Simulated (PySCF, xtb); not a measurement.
B(Cl)(Me)(NH2) (CH₅BClN), SMILES NB(C)Cl.

GFN2-xTB in xtb at its own geometry gives an orbital gap of 5.68 eV and a dipole moment of 3.35 D.

Geometry: B3LYP-D3(BJ)/def2-SVP. The values are those of a single conformer.

Task: What does M06-2X/def2-TZVP run with PySCF give? (The exact figures need the calculation; the answer reports its results.)

Result: gap 10.82 eV (levels -9.61 and 1.21 eV), dipole 2.64 D.
